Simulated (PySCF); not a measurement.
C₃H₇NOSi.
Bonds: C1–C2 (double), C2–Si3, Si3–C4, C4–N5, C4–O6 (double). Hydrogens: H7, H8 on C1; H9 on C2; H10, H11 on Si3; H12, H13 on N5.

The same species was optimised twice, with GFN2-xTB and with PBE0-D3(BJ)/def2-SVP (PySCF), and the same property calculations (PySCF, gas phase) were run on both structures.

```
      coordinate  GFN2-xTB  PBE0-D3(BJ)/def2-SVP  change
       C1=C2 (Å)     1.325                 1.340  +0.015
      C2–Si3 (Å)     1.886                 1.873  -0.013
      Si3–C4 (Å)     1.928                 1.934  +0.006
       C4–N5 (Å)     1.353                 1.357  +0.004
       C4=O6 (Å)     1.216                 1.216   0.000
   C2–Si3–C4 (°)     107.3                 111.1    +3.8
    N5–C4–O6 (°)     121.4                 123.5    +2.1
   Si3–C4–O6 (°)     121.4                 119.4    -2.0
   C1–C2–Si3 (°)     125.2                 123.8    -1.4
   Si3–C4–N5 (°)     117.2                 117.1    -0.1
C1–C2–Si3–C4 (°)      -109                  -102      +7
C2–Si3–C4–N5 (°)        22                    13      -9
```

Rotational constants: A = 5628, B = 1714, C = 1395 MHz (GFN2-xTB) against A = 5600, B = 1692, C = 1387 MHz (PBE0-D3(BJ)/def2-SVP). Point groups within 0.08 Å: C1 and C1.

On the GFN2-xTB structure: lowest singlet, TDDFT (eV) 4.79 [CAM-B3LYP/def2-SVPD]; isotropic polarisability (au) 75.3 [CAM-B3LYP/def2-SVPD]; HOMO (eV) -8.33 [CAM-B3LYP/def2-SVPD]; LUMO (eV) 0.33 [CAM-B3LYP/def2-SVPD]; dipole (D) 4.37 [CAM-B3LYP/def2-SVPD].

Task: What do these properties become on the PBE0-D3(BJ)/def2-SVP structure?

Result: 
```tsv
property	level	on GFN2-xTB	on PBE0-D3(BJ)/def2-SVP	change
lowest singlet, TDDFT (eV)	CAM-B3LYP/def2-SVPD	4.79	4.82	+0.03
isotropic polarisability (au)	CAM-B3LYP/def2-SVPD	75.3	76.7	+1.4
HOMO (eV)	CAM-B3LYP/def2-SVPD	-8.33	-8.35	-0.02
LUMO (eV)	CAM-B3LYP/def2-SVPD	0.33	0.17	-0.16
dipole (D)	CAM-B3LYP/def2-SVPD	4.37	4.51	+0.14
energy, GFN2-xTB geometry as zero (kcal/mol)	CAM-B3LYP/def2-SVPD	0.0	-0.8	-0.8
```

The heavy atoms differ by 0.091 Å rms after alignment. Among bonds between heavy atoms C1=C2 changes most (+0.015 Å). Changes are differences of the printed values. Neither structure is proved a minimum here.

The values belong to the conformer `[CH2:1]=[CH:2][SiH2:3][C:4]([NH2:5])=[O:6]`: C1–C2–Si3–C4 -102°, C2–Si3–C4–N5 13°, H–N5–C4–Si3 0°, H–N5–C4–Si3 178°.
